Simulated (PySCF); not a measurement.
Basis and Hamiltonian dependence of the excitation energy of F²⁺

F²⁺ [He] 2s2 2p3 (4S) → F²⁺ [He] 2s2 2p2 3s1 (4P). Calculated with PySCF 2.14 from differences of total energies of unrestricted determinants, without spin-orbit coupling. Values in eV.

| basis | Hamiltonian | functions | UHF | r2SCAN | PBE0 | MP2 (valence) | CCSD(T) (valence) | CCSD(T) (valence and next inner shell) |
| --- | --- | --- | --- | --- | --- | --- | --- | --- |
| aug-cc-pVDZ-DK | spin-free X2C | 23 | 39.439 | 40.129 | 39.649 | 39.477 | 39.194 | n/a |
| aug-cc-pwCVDZ | non-relativistic | 27 | 39.326 | 39.979 | 39.493 | 39.387 | 39.102 | 39.126 |
| ANO-RCC-VTZP | spin-free X2C | 30 | 41.131 | 41.685 | 41.072 | 41.252 | 40.953 | 40.970 |
| def2-TZVPPD | non-relativistic | 40 | 39.257 | 39.917 | 39.370 | 39.498 | n/a | n/a |
| dyall-av2z | non-relativistic | 42 | 39.330 | 40.006 | 39.455 | 39.440 | n/a | n/a |
| aug-cc-pVTZ | non-relativistic | 46 | 39.442 | 40.102 | 39.562 | 39.700 | 39.423 | n/a |
| aug-cc-pCVTZ-DK | spin-free X2C | 59 | 39.271 | 39.950 | 39.398 | 39.529 | 39.252 | 39.303 |
| def2-QZVPPD | non-relativistic | 66 | 39.273 | 39.916 | 39.385 | 39.560 | 39.276 | 39.314 |
| dyall-av3z | spin-free X2C | 71 | 39.249 | 39.897 | 39.360 | 39.490 | 39.211 | n/a |
| aug-cc-pCVQZ-DK | spin-free X2C | 109 | 39.259 | 39.927 | 39.377 | 39.553 | n/a | n/a |

Frozen in the all-electron rows: valence: 1s2; valence and next inner shell: nothing.

At UHF, ANO-RCC-VTZP lies more than 0.3 eV from the median of the rows with comparable relativity. Of these, ANO-RCC-VTZP has no diffuse functions of the l that the added or promoted electron needs.
